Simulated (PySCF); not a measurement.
Harmonic spectrum computed at B3LYP in the def2-SVP basis family (core potentials from Rb on, PySCF, no spin–orbit coupling):

```
symmetry  ω (cm⁻¹)  IR (km/mol, summed over degenerate members)
       e       436                                          0.0
      t2       630                                         14.8
      a1       917                                          0.0
      t2      1305                                         1305
```

Problem. Which molecule gave it? In each, all ligands are bound to the one heavy central atom.
A. TiF₄ (singlet)
B. NiF₄ (quintet)
C. NbF₄ (doublet)
D. CF₄ (singlet)

Solution. D. It has Td symmetry with C–F 1.323 Å (×4).
